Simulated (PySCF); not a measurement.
**BrHSi2: where a starting geometry ends**

The starting geometry of this gas-phase singlet was optimised with GFN2-xTB.

```yaml
atoms:
  - { symbol: Br, position_ang: [-1.7922, -1.0115, 0.7598] }
  - { symbol: Si, position_ang: [-0.7777, 0.5952, -0.7335] }
  - { symbol: Si, position_ang: [1.0645, 0.5807, 0.6093] }
  - { symbol: H, position_ang: [1.8214, -0.3369, -0.3341] }
```

**Question.** Predict what becomes of its bonds when it is optimised with B3LYP-D3(BJ)/def2-SVP.

**Answer.** New bonds form, giving a structure with Br1 bridging Si2 and Si3, H4 bridging Si3 and Si2, given below by its coordinates. Distances that change by over a tenth: Si3–H4 (1.52 → 1.73 Å). Contacts that close: Br1–Si3 (3.27 → 2.52 Å), Si2–H4 (2.79 → 1.73 Å).

The energy falls by 0.60 eV over 22 steps:

```csv
step,E − E(last) (eV)
1,0.599
3,0.261
6,0.211
8,0.198
10,0.169
13,0.094
15,0.026
17,0.002
20,0.000
22,0.000
```

Final geometry (Å):

```xyz
4

Br   -1.2685   -0.9098    0.8266
Si   -0.3323    0.5429   -1.0029
Si    0.8124    0.4970    0.9906
H     1.0914   -0.3033   -0.5142
```

No frequencies were run, so the end isn't proven a minimum. Run with PySCF 2.14.0, 72 s on 2 threads of Arm Neoverse V1 (shared host).
